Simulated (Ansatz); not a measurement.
`BCB(B)F` + CH₃OH → `BB(F)OC` + `BC` at 700 K and 1 bar (ligand exchange at a B–C bond).

Isolated molecules relaxed with PBE0-D4/def2-TZVP in Ansatz; ΔE leaves out vibrations. CCSD(T)/CBS is the MP2 limit (def2-TZVPP, def2-QZVPP) plus CCSD(T) − MP2 in def2-TZVPP, frozen cores. This one scheme is used for every species. Each species was taken in one conformer, which may not be the lowest.

```
  species  CCSD(T)/CBS energy (Eh)  H − E (kJ/mol)  S (J/(mol·K))
`BCB(B)F`               -215.84147           275.3          468.2
    CH₃OH               -115.61712           170.8          288.5
`BB(F)OC`               -265.67389           254.7          443.4
     `BC`                -65.83255           189.6          311.0
```

H − E and S are ideal-gas, rigid-rotor, harmonic terms from PBE0-D4/def2-TZVP, for one conformer and one mirror image of each species. 1 Eh = 2625.50 kJ/mol, R = 8.31446 J/(mol·K).

Problem. By hand: ΔE, ΔH, ΔS and ΔG.

Solution. ΔE = (-265.67389) + (-65.83255) − (-215.84147) − (-115.61712) = -0.04785 Eh = -125.6 kJ/mol. Δ(H − E) = 254.7 + 189.6 − 275.3 − 170.8 = -1.8, so ΔH = -127.4 kJ/mol. ΔS = 443.4 + 311.0 − 468.2 − 288.5 = -2.3 J/(mol·K). ΔG = -127.4 − 700 × (-2.3)/1000 = -125.8 kJ/mol.

Problem. By hand: the equilibrium constant, and the temperature at which ΔG would vanish if ΔH and ΔS stayed fixed.

Solution. log₁₀ K = −ΔG/(RT ln 10) = 9.4. ΔG = 0 at ΔH/ΔS = 55391 K, far beyond where these terms or the molecules hold.

The number of gas molecules stays the same, so ΔS is small and ΔH decides. A doubt of 5 kJ/mol in ΔE shifts log₁₀ K by 0.4 here. Other conformers and mirror images would add mixing entropy, several J/(mol·K) or more a flexible species. Modes under 60 cm⁻¹, often nearly free rotors, make the harmonic entropy too high. These are equilibria of isolated gas molecules and say nothing of rates. Largest T1 diagnostic: 0.013 (customary marks: 0.02 for closed shells, 0.045 for open ones).
